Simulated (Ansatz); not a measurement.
Basis-set extrapolation for C4H8AlN, SMILES `C#[C][Al]([CH3])[NH]C` (PBE0-D4/def2-TZVP geometry, frozen core, Ansatz). Multiplicity 1, RHF reference.

```tsv
	def2-TZVPP	def2-QZVPP
HF	-452.582831	-452.599670
MP2 correlation	-0.939095	-1.001088
CCSD(T) correlation	-1.027984	not run
```

Energies in hartree. Use E(X) = E(∞) + A·exp(−7.88·√X) for Hartree–Fock and E(X) = E(∞) + B·X^(−2.97) for correlation, with X = 3 and 4, and add CCSD(T) minus MP2 of the smaller set to the MP2 limit.

Q: What is the CCSD(T) energy at the basis-set limit?

A: HF limit: -452.599670 + (-0.016839) × 0.13774 = -452.60199. MP2 limit: -1.001088 + (-0.061993) × 0.74074 = -1.04701. Higher-order term: -1.027984 − (-0.939095) = -0.08889. Total: -453.73789 hartree, 79.7 kcal/mol below CCSD(T)/def2-TZVPP.
